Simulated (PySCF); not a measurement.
Computed IR spectrum (relative IR intensity) of a molecule CH₆ClFSi₂. Coordinates come from a PBE0-D3(BJ)/def2-SVP optimisation. Other conformers were not sampled. Level of theory: PBE0-D3(BJ)/def2-SVP (PySCF). Frequencies are harmonic and unscaled.

Lines under 2 % of the strongest are left out, and lines within 2 cm⁻¹ are merged.

```csv
ν (cm⁻¹),relative intensity
235,11
245,7.1
418,6.3
504,15
509,8.8
562,48
730,21
783,33
789,100
868,66
905,25
928,31
933,46
1265,19
1418,7.0
2224,28
2234,44
2247,38
```

Pick the molecule that these values belong to.
A. C[Si@@H](Cl)[SiH2]F
B. C[Si@@](F)([SiH3])Cl
C. C[SiH2][Si@@H](F)Cl
D. F[C@@H]([SiH3])[SiH2]Cl

B, C[Si@@](F)([SiH3])Cl
